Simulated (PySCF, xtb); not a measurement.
F3OV, SMILES [O]=[V]([F])([F])[F] (connectivity only; charge and spin as stated), charge -1, multiplicity 2.

Harmonic wavenumbers (cm⁻¹) from GFN2-xTB (xtb) at its own minimum, in rising order: 90, 132, 167, 212, 256, 387, 442, 487, 962.

Task: What does PBE-D3(BJ)/def2-SVPD in PySCF give at its own minimum? (An estimate is asked for; the answer gives what the named calculation found.)

Result: 60, 134, 160, 215, 265, 571, 574, 605, 988. Paired by order, the mean absolute difference is 57 cm⁻¹ and the zero-point energies are 4.5 and 5.1 kcal/mol.
